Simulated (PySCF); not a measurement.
# Computed records: AlB₂FH₃

All values are calculated (PySCF 2.14.0). Calculation on a computer-drawn molecule: the log of a Hartree-Fock and frozen-core CCSD(T) single point meant for a local Hartree-Fock minimum, with one planted fault or none, to be diagnosed. Offsets are logged minus clean, where the clean run is the same molecule without the fault. The reference is restricted for singlets and unrestricted otherwise, and also for a bond in bohr or an excited solution. Adding or removing an electron swaps singlet and doublet. The excited solution moves the top pair (singlet) or top alpha electron (doublet) to the lowest empty orbital. Highest occupied and lowest empty are orbital energies over both spins, largest force is the largest gradient component, triples share is (T) over the correlation energy, the T1 limit is 0.02 restricted and 0.045 unrestricted, electrons count all cores, a negative frequency is imaginary (commonest isotopes), and the dipole is about the centre of nuclear charge.

```xyz
7
formula=AlB2FH3 meant_charge=0 meant_multiplicity=2 meant_basis=cc-pV(D+d)Z logged_electrons=35 logged_basis_functions=27 logged_SCF_converged=yes logged_spin_squared=0.7572 logged_highest_occupied=-6.6603 logged_lowest_empty=5.4081 logged_largest_force=0.038618 logged_T1_diagnostic=0.027195 logged_D1_diagnostic=0.092355 logged_triples_share=0.037474 logged_CC_converged=yes logged_dipole_magnitude=0.74057 logged_SCF_stable_within_its_kind=yes logged_energy_HF=-387.45689 logged_energy_CCSD(T)=-387.61068 possible_faults=no_fault,one_electron_removed,one_electron_added,multiplicity_raised_by_two,geometry_at_a_saddle_point,SCF_held_on_an_excited_solution,minimal_basis_STO-3G,one_bond_length_entered_in_bohr,all_coordinates_scaled
B     -0.0322     2.3030    -1.1425
B     -0.4377     1.2421    -0.0692
Al     0.5471     1.7520     1.7637
F      1.5185     3.1060     1.7491
H      0.3551     3.1686    -1.8485
H     -1.1552     0.2893    -0.1551
H      0.4793     1.0091     3.1522
```

Units: logged_highest_occupied, logged_lowest_empty in eV; logged_largest_force in hartree/bohr; logged_dipole_magnitude in debye; logged_energy_HF, logged_energy_CCSD(T) in hartree.

Drawn bonds:
| atom | other atom | order |
| --- | --- | --- |
| 1 | 2 | 1 |
| 2 | 3 | 1 |
| 3 | 4 | 1 |
| 1 | 5 | 1 |
| 2 | 6 | 1 |
| 3 | 7 | 1 |

Question: Which fault was planted in the run of AlB₂FH₃?
Answer: minimal basis STO-3G

Further results for AlB₂FH₃:

| Item | Value |
| --- | --- |
| HF energy offset from clean run | 3143 kcal/mol |
| CCSD(T) energy offset from clean run | 3325 kcal/mol |
